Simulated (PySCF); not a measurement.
Electron correlation in As (arsenic, neutral)

[Ar] 3d10 4s1 4p3 5s1, high-spin 6S determinant (an excited configuration). Calculation: PySCF 2.14, in aug-cc-pVQZ-PP with ECP10MDF; a scalar-relativistic core potential. Frozen: 3s2 3p6 3d10; 5 electrons correlated.

```
  level  correlation energy (mhartree)
   CCSD                         -35.67
    (T)                          -0.78
CCSD(T)                         -36.45
```

Diagnostics: T1 = 0.011, D1 = 0.0324, largest double amplitude 0.028.

Question: Is a single reference adequate?

Answer: Yes, within this model without spin-orbit coupling: T1 lies below 0.03 and no double amplitude reaches 0.07.
